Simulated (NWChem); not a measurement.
C2H9NSi; SMILES [SiH3][C@@H](C)N

```xyz
13

C     -1.2221     1.2299     0.1027
C      0.0177     0.5003    -0.3975
N      1.2212     1.1627     0.1083
Si    -0.0062    -1.3622     0.0250
H     -1.1553     2.3003    -0.1487
H     -1.3184     1.1530     1.1991
H     -2.1431     0.8204    -0.3398
H      0.0385     0.5847    -1.4995
H      2.0645     0.7305    -0.2649
H      1.2774     1.0736     1.1229
H      1.2363    -2.0040    -0.5125
H      0.0060    -1.5148     1.5164
H     -1.1935    -2.0974    -0.5203
```
Atoms are numbered in this order, from 1.

Geometry: optimised at PBE0/def2-SVP.

Problem. Give the principal values of the shielding tensors (ppm) of C1, C2, N3, Si4 from PBE0/pcSseg-1, GIAO (NWChem), with their diamagnetic and paramagnetic parts as GIAO splits them.

Solution. 
```json
[
 {"atom": "C1", "σ11": "146.3", "σ22": "156.1", "σ33": "184.8", "isotropic": "162.4", "diamagnetic": "248.5", "paramagnetic": "-86.1"},
 {"atom": "C2", "σ11": "134.1", "σ22": "141.7", "σ33": "175.4", "isotropic": "150.4", "diamagnetic": "249.5", "paramagnetic": "-99.1"},
 {"atom": "N3", "σ11": "177.4", "σ22": "227.3", "σ33": "246.0", "isotropic": "216.9", "diamagnetic": "314.8", "paramagnetic": "-97.9"},
 {"atom": "Si4", "σ11": "366.7", "σ22": "386.8", "σ33": "474.9", "isotropic": "409.4", "diamagnetic": "880.6", "paramagnetic": "-471.1"}
]
```
